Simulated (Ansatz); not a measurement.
The same ligand exchange along the group Si, Ge, Sn.

Calculated with Ansatz (gas phase, PBE0-D4/def2-TZVP geometries, no zero-point term in ΔE). CCSD(T)/CBS adds triple-zeta CCSD(T) − MP2 to the extrapolated MP2 energy (def2 sets, frozen cores). This one scheme is used for every species. DFT in def2-TZVPP. def2 core potentials past Kr. For Br, Ge, Sn outer-core shells are correlated without core-valence functions, which leaves a few kJ/mol of doubt a bond. Scalar relativity is left out up to krypton.

```json
{"reaction": "`F[Si]Br` + HBr → `Br[Si]Br` + H–F", "PBE0-D4 (kJ/mol)": "32", "CCSD(T)/CBS(def2) (kJ/mol)": "38"}
{"reaction": "`[F][Ge][Br]` + HBr → `[Br][Ge][Br]` + H–F", "PBE0-D4 (kJ/mol)": "-24", "CCSD(T)/CBS(def2) (kJ/mol)": "-21"}
{"reaction": "`[F][Sn][Br]` + HBr → `[Br][Sn][Br]` + H–F", "PBE0-D4 (kJ/mol)": "-49", "CCSD(T)/CBS(def2) (kJ/mol)": "-46"}
```

Largest T1 diagnostic: 0.014, for `[F][Sn][Br]`.
